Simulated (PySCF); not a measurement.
## Working out the excitation energy of Al

Al [Ne] 3s2 3p1 (2P) → Al [Ne] 3s1 3p1 3d1 (high-spin determinant). All numbers are calculated (PySCF 2.14, no relativity, point nucleus, in dyall-av2z (13s9p2d, 50 functions)). Frozen: [Ne]; the 15 highest virtual orbitals dropped. Energies in hartree (1 hartree = 27.21139 eV):

```tsv
part	Al (lower)	Al (upper)
UHF	-241.874174	-241.576988
MP2 opposite-spin	-0.029522	0.000000
MP2 same-spin	-0.002313	-0.004825
```

**Question.** What does Hartree-Fock give?

**Answer.** (-241.576988) − (-241.874174) = 0.297186 hartree = 8.087 eV.

**Question.** What do MP2 and SCS-MP2 (6/5 opposite-spin, 1/3 same-spin) give?

**Answer.** The opposite-spin parts differ by 0.803 eV and the same-spin parts by -0.068 eV. MP2: 8.087 + (0.803) + (-0.068) = 8.822 eV. SCS-MP2: 8.087 + 1.2 × (0.803) + (-0.068)/3 = 9.028 eV.

One determinant mixes LS terms, so it does not stand for a single term.

The upper state lies above the first ionisation limit, but in LS coupling its spin forbids autoionisation to the ground ion.

A double-zeta basis recovers only part of the correlation energy.
